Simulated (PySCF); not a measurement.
Species: `CC(C)OC1=C[O][AlH2-][O+]=C1`. The columns A, B, C and D hold Mulliken, IAO, Hirshfeld and ESP-fitted charges (e) of one PBE0/pcSseg-1 density (PySCF), in a shuffled order. Coordinates in Å (PBE0-D3(BJ)/def2-SVP); the density's dipole moment is (-4.64, -0.81, 0.35) D.

```
atom       x       y       z       A       B       C       D
  C1  -2.731  -0.602   1.133  -0.230  -0.120  -0.564  -0.414
  C2  -1.538  -0.460   0.215  -0.060  +0.050  +0.614  +0.108
  C3  -1.885   0.190  -1.111  -0.255  -0.125  -0.604  -0.428
  O4  -0.568   0.311   0.935  -0.497  -0.128  -0.455  -0.381
  C5   0.704   0.285   0.448  -0.092  +0.008  -0.038  +0.018
  C6   1.165   1.349  -0.340  +0.371  +0.113  +0.333  +0.195
  O7   2.335   1.464  -0.814  -0.567  -0.192  -0.465  -0.472
 Al8   3.755   0.260  -0.640  +0.948  +0.423  +0.862  +0.827
  O9   2.781  -0.868   0.489  -0.566  -0.192  -0.445  -0.471
 C10   1.569  -0.747   0.836  +0.377  +0.112  +0.279  +0.194
 H11  -3.163   0.387   1.350  +0.121  +0.044  +0.158  +0.145
 H12  -2.432  -1.062   2.086  +0.126  +0.044  +0.143  +0.149
 H13  -3.507  -1.227   0.668  +0.119  +0.048  +0.141  +0.143
 H14  -1.104  -1.461   0.021  +0.106  +0.030  -0.035  +0.114
 H15  -2.628  -0.414  -1.653  +0.127  +0.050  +0.159  +0.148
 H16  -1.000   0.283  -1.760  +0.132  +0.037  +0.133  +0.140
 H17  -2.307   1.194  -0.947  +0.120  +0.041  +0.163  +0.141
 H18   0.454   2.167  -0.547  +0.124  +0.065  +0.097  +0.158
 H19   4.926   0.945   0.183  -0.263  -0.185  -0.287  -0.233
 H20   3.977  -0.474  -2.031  -0.266  -0.188  -0.297  -0.237
 H21   1.162  -1.515   1.517  +0.123  +0.065  +0.107  +0.157
```

Question: Which column most likely holds the ESP-fitted charges?

Answer: C. Σ q r misses the density's dipole by 0.10 D (C), 0.66 D (D), 1.04 D (B), 1.21 D (A). Charges fitted to the outside potential are the only set here that is tied to the molecule's multipoles.

Question: And the Hirshfeld charges?

Answer: B. The mean sizes are 0.108 e (B), 0.251 e (D), 0.266 e (A), 0.304 e (C), and Hirshfeld charges are commonly the smallest of these schemes.

As computed, A = Mulliken, B = Hirshfeld, C = ESP-fitted, D = IAO. Hydrogens on carbon: Mulliken +0.11 to +0.13, Hirshfeld +0.03 to +0.06, ESP-fitted -0.03 to +0.16, IAO +0.11 to +0.16 e.

The Mulliken scheme counts on each atom the diagonal of the density matrix times the overlap matrix over that atom's basis functions. The Hirshfeld scheme weights the molecular density at each point by an atom's share of the summed free-atom densities.

The structure is a single PBE0-D3(BJ)/def2-SVP conformer in the gas phase; no vibrational or solvent corrections.

Shape of the structure used: `[CH3:1][CH:2]([CH3:3])[O:4][C:5]1=[CH:6][O:7][AlH2-:8][O+:9]=[CH:10]1`: C1–C2–O4–C5 164°, C2–O4–C5–C6 100°.
